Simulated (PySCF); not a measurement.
ClK (SMILES [Cl][K]), singlet, at a GFN2-xTB geometry (such geometries of metal compounds can be far from the true shape); B3LYP/6-31G** run with PySCF.

Input for PySCF:
```python
from pyscf import gto, scf, dft

mol = gto.Mole()
mol.atom = '''
    K    -0.00000000   -0.00000000   -1.21784993
    Cl    0.00000000    0.00000000    1.36112639
'''
mol.basis = '6-31g**'
mol.verbose = 4
mol.build()

mf = dft.RKS(mol)
mf.xc = 'b3lyp'
mf.kernel()
mf.analyze()
```

Question: Write the output that PySCF gives for this input, abridged.

Answer: 
```
PySCF version 2.14.0

[INPUT] verbose = 4
[INPUT] num. atoms = 2
[INPUT] num. electrons = 36
[INPUT] charge = 0
[INPUT] spin (= nelec alpha-beta = 2S) = 0
[INPUT] symmetry False subgroup None
[INPUT] Mole.unit = angstrom
[INPUT] Symbol           X                Y                Z      unit          X                Y                Z       unit  Magmom
[INPUT]  1 K      0.000000000000   0.000000000000  -1.217849930000 AA    0.000000000000   0.000000000000  -2.301402828521 Bohr   0.0
[INPUT]  2 Cl     0.000000000000   0.000000000000   1.361126390000 AA    0.000000000000   0.000000000000   2.572156098018 Bohr   0.0

nuclear repulsion = 66.2760017614896
number of shells = 18
number of NR pGTOs = 126
number of NR cGTOs = 40
basis = 6-31g**
ecp = {}

******** <class 'pyscf.dft.rks.RKS'> ********
method = RKS
initial guess = minao
damping factor = 0
level_shift factor = 0
DIIS = <class 'pyscf.scf.diis.CDIIS'>
diis_start_cycle = 1
diis_space = 8
diis_damp = 0
SCF conv_tol = 1e-09
SCF conv_tol_grad = None
SCF max_cycles = 50
direct_scf = True
direct_scf_tol = 1e-13
XC library pyscf.dft.libxc version 7.1.2
    S. Lehtola, C. Steigemann, M. J. T. Oliveira, and M. A. L. Marques,  SoftwareX 7, 1–5 (2018)
XC functionals = b3lyp
    P. J. Stephens, F. J. Devlin, C. F. Chabalowski, and M. J. Frisch,  J. Phys. Chem. 98, 11623 (1994)
radial grids:
    Treutler-Ahlrichs [JCP 102, 346 (1995); DOI:10.1063/1.469408] (M4) radial grids

becke partition: Becke, JCP 88, 2547 (1988); DOI:10.1063/1.454033
pruning grids: <function nwchem_prune>
grids dens level: 3
symmetrized grids: False
atomic radii adjust function: <function treutler_atomic_radii_adjust>
small_rho_cutoff = 0
Set gradient conv threshold to 3.16228e-05
Initial guess from minao.
tot grids = 38920
init E= -1060.02329162013
  HOMO = -0.385233707700141  LUMO = -0.0780907111735317  gap/eV = 8.35779
cycle= 1 E= -1060.10515918924  delta_E= -0.0819  |g|= 0.39  |ddm|= 0.974
  HOMO = -0.097366413147921  LUMO = -0.057301931299812  gap/eV = 1.09021
cycle= 2 E= -1060.00772777522  delta_E= 0.0974  |g|= 0.644  |ddm|= 1.65
  HOMO = -0.219171777515076  LUMO = -0.0617726007371366  gap/eV = 4.28305
cycle= 3 E= -1060.16310496874  delta_E= -0.155  |g|= 0.0235  |ddm|= 1.07
  HOMO = -0.204579887117131  LUMO = -0.0625472759172014  gap/eV = 3.86490
cycle= 4 E= -1060.16336692487  delta_E= -0.000262  |g|= 0.00667  |ddm|= 0.0661
  HOMO = -0.20509229964106  LUMO = -0.062113704299279  gap/eV = 3.89065
cycle= 5 E= -1060.16337929774  delta_E= -1.24e-05  |g|= 0.00111  |ddm|= 0.00719
  HOMO = -0.205453684401434  LUMO = -0.0620514376743393  gap/eV = 3.90217
cycle= 6 E= -1060.16337966969  delta_E= -3.72e-07  |g|= 4.63e-05  |ddm|= 0.00143
  HOMO = -0.20545255199279  LUMO = -0.0620432355267559  gap/eV = 3.90237
cycle= 7 E= -1060.16337967191  delta_E= -2.21e-09  |g|= 5.79e-06  |ddm|= 0.000193
  HOMO = -0.205451667056742  LUMO = -0.0620420570175297  gap/eV = 3.90237
cycle= 8 E= -1060.16337967195  delta_E= -4.32e-11  |g|= 6.08e-07  |ddm|= 2.65e-05
  HOMO = -0.205451338727846  LUMO = -0.0620418824564417  gap/eV = 3.90237
Extra cycle  E= -1060.16337967195  delta_E=    0  |g|= 2.2e-07  |ddm|= 2.75e-06
converged SCF energy = -1060.16337967195
**** SCF Summaries ****
Total Energy =                       -1060.163379671948860
Nuclear Repulsion Energy =              66.276001761489624
One-electron Energy =                -1594.349779033314007
Two-electron Energy =                  467.910397599875409
Two-electron Coulomb Energy =          529.779642324099427
DFT Exchange-Correlation Energy =      -61.869244724224032
HOMO-LUMO gap [eV] =                     3.902370073519492
**** MO energy ****
MO #1   energy= -129.785476689593  occ= 2
MO #2   energy= -101.380938919722  occ= 2
MO #3   energy= -13.2262445293836  occ= 2
MO #4   energy= -10.5677705705752  occ= 2
MO #5   energy= -10.5677705705752  occ= 2
MO #6   energy= -10.5669306476985  occ= 2
MO #7   energy= -9.31227460724882  occ= 2
MO #8   energy= -7.06937791470013  occ= 2
MO #9   energy= -7.06890653876558  occ= 2
MO #10  energy= -7.06890653876556  occ= 2
MO #11  energy= -1.39837490738149  occ= 2
MO #12  energy= -0.767809763985841 occ= 2
MO #13  energy= -0.76538329892797  occ= 2
MO #14  energy= -0.765383298927961 occ= 2
MO #15  energy= -0.655238674016171 occ= 2
MO #16  energy= -0.211553083811653 occ= 2
MO #17  energy= -0.205451338727849 occ= 2
MO #18  energy= -0.205451338727846 occ= 2
MO #19  energy= -0.0620418824564417 occ= 0
MO #20  energy= -0.00261173235642283 occ= 0
MO #21  energy= -0.00261173235642098 occ= 0
MO #22  energy= 0.0154385344956713 occ= 0
MO #23  energy= 0.0363900227555981 occ= 0
MO #24  energy= 0.0607760714269302 occ= 0
MO #25  energy= 0.0607760714269431 occ= 0
MO #26  energy= 0.0837769013091959 occ= 0
 ** Mulliken pop on meta-lowdin orthogonal AOs  **
 ** Mulliken pop  **
pop of  0 K 1s            2.00000
pop of  0 K 2s            1.99993
pop of  0 K 3s            1.99931
pop of  0 K 4s            0.09294
pop of  0 K 5s            0.00623
pop of  0 K 2px           2.00000
pop of  0 K 2py           2.00000
pop of  0 K 2pz           1.99999
pop of  0 K 3px           1.99955
pop of  0 K 3py           1.99955
pop of  0 K 3pz           1.99873
pop of  0 K 4px           0.01201
pop of  0 K 4py           0.01201
pop of  0 K 4pz           0.00072
pop of  0 K 5px           0.00078
pop of  0 K 5py           0.00078
pop of  0 K 5pz           0.00087
pop of  0 K 3dxy          0.00000
pop of  0 K 3dyz          0.00648
pop of  0 K 3dz^2         0.00770
pop of  0 K 3dxz          0.00648
pop of  0 K 3dx2-y2       0.00000
pop of  1 Cl 1s           2.00000
pop of  1 Cl 2s           1.99986
pop of  1 Cl 3s           1.95956
pop of  1 Cl 4s           0.00100
pop of  1 Cl 2px          1.99995
pop of  1 Cl 2py          1.99995
pop of  1 Cl 2pz          1.99994
pop of  1 Cl 3px          1.97603
pop of  1 Cl 3py          1.97603
pop of  1 Cl 3pz          1.93002
pop of  1 Cl 4px          0.00469
pop of  1 Cl 4py          0.00469
pop of  1 Cl 4pz          0.00248
pop of  1 Cl 3dxy         0.00000
pop of  1 Cl 3dyz         0.00051
pop of  1 Cl 3dz^2        0.00073
pop of  1 Cl 3dxz         0.00051
pop of  1 Cl 3dx2-y2      0.00000
 ** Mulliken atomic charges  **
charge of    0K =      0.85595
charge of    1Cl =     -0.85595
Dipole moment(X, Y, Z, Debye):  0.00000,  0.00000, -10.01568
```
